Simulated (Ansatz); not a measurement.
## Reading a saddle point

A first-order saddle point of BNH$_{4}$OF$_{2}$, singlet, PBE0-D4/def2-TZVP, with one imaginary mode of 1224i cm⁻¹:

```csv
atom,x (Å),y (Å),z (Å)
B1,-0.4143,0.4212,-0.3313
N2,1.0501,-0.0606,-0.1044
F3,-1.0242,-0.1826,-1.3926
F4,-0.6070,1.7537,-0.2180
H5,0.2376,-0.5955,0.8645
O6,-0.8829,-0.3147,1.0139
H7,1.7172,0.6525,0.1552
H8,1.4339,-0.6500,-0.8293
H9,-1.5103,-1.0240,0.8420
```

Program: Ansatz 0.2.0. Basis: def2-TZVPP and def2-QZVPP. Cores are frozen in the correlated methods. Extrapolation: Hartree–Fock as exp(−7.88 √X), correlation as X^−2.97.

Problem. Which contacts change along the imaginary mode, and what lies on either side? (Judge from chemistry; the calculation decides.)

Solution. Computed: The step is BNH₂F₂ ([NH2][B]([F])[F]) + H₂O → BHOF₂ ([OH][B]([F])[F]) + NH₃ (still joined by a long B–N bond), with the molecules in contact on both sides. Shortening one way: B1–O6, N2–H5; lengthening the same way: B1–N2, H5–O6.
```tsv
pair	one side (Å)	saddle (Å)	other side (Å)
B1–O6	2.75	1.60	1.41
N2–H5	3.74	1.37	1.01
B1–N2	1.39	1.56	1.66
H5–O6	0.96	1.16	2.59
```

Problem. Which side is lower, and how far does the saddle lie above each? (To be estimated.)

Solution. The calculation gives: The side with B1–O6, N2–H5 short is lower by 61.0 kJ/mol; the saddle lies 131.5 kJ/mol above it and 70.5 kJ/mol above the other (CCSD(T) at an estimated basis limit (MP2 extrapolated from triple and quadruple zeta, plus CCSD(T) − MP2 in triple zeta); electronic energies).

No T1 diagnostic of these runs exceeds 0.011.

The step is the kind of ligand exchange by which a precursor binds to a hydroxyl group, or is hydrolysed, in atomic layer deposition of oxides.

Labels in which every atom is bracketed show which atoms are joined, not bond orders.

For scale, one of the runs: CCSD(T)/def2-TZVPP, 211 basis functions, launched by `ansatz run in.yaml --threads 4 --pin off --events-out ev --progress --plain --max-ram 9574MiB`. The run took 2.2 min on 4 CPU threads of an AMD EPYC (shared host), with 3.4 GiB of host memory at its peak.
